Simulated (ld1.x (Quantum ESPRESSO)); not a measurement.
An all-electron radial function and its pseudo partner (Cl (Z = 17))

Columns: radius, all-electron u(r) and pseudo u(r) of the 3p shell (level -45.11 eV) of chlorine in the configuration [Ne] 3s2 3p2; PBE, scalar-relativistic, TM semilocal scheme, ld1.x (Quantum ESPRESSO) 7.5.

| r (bohr) | all-electron | pseudo |
| --- | --- | --- |
| 0.070 | 0.1480 | -0.0059 |
| 0.140 | 0.3355 | -0.0236 |
| 0.210 | 0.4289 | -0.0526 |
| 0.280 | 0.4229 | -0.0923 |
| 0.350 | 0.3433 | -0.1419 |
| 0.420 | 0.2186 | -0.2002 |
| 0.490 | 0.0714 | -0.2660 |
| 0.560 | -0.0818 | -0.3374 |
| 0.630 | -0.2302 | -0.4126 |
| 0.700 | -0.3670 | -0.4894 |
| 0.770 | -0.4883 | -0.5651 |
| 0.840 | -0.5926 | -0.6373 |
| 0.910 | -0.6795 | -0.7033 |
| 0.980 | -0.7496 | -0.7608 |
| 1.050 | -0.8034 | -0.8079 |
| 1.120 | -0.8422 | -0.8436 |
| 1.190 | -0.8671 | -0.8674 |
| 1.260 | -0.8798 | -0.8798 |
| 1.330 | -0.8817 | -0.8817 |
| 1.400 | -0.8746 | -0.8746 |
| 1.470 | -0.8598 | -0.8598 |
| 1.540 | -0.8387 | -0.8387 |
| 1.610 | -0.8127 | -0.8127 |
| 1.680 | -0.7828 | -0.7828 |
| 1.750 | -0.7500 | -0.7500 |
| 1.820 | -0.7153 | -0.7153 |

Question: How many radial nodes do the two functions have?

Answer: The all-electron 3p function has n − l − 1 = 1; the pseudo-wave has 0, since the states of the same l below it are removed with the core.

Question: At about which radius was the pseudo-wave matched?

Answer: 1.40 bohr. The columns agree to 0.0005 from 1.19 bohr on; several derivatives are matched, so the curves merge somewhat inside the radius.

Question: Is the pseudo-wave norm-conserving?

Answer: Yes: the TM semilocal scheme keeps the norm inside the radius equal to the all-electron one, which fixes the energy derivative of the logarithmic derivative at the level.
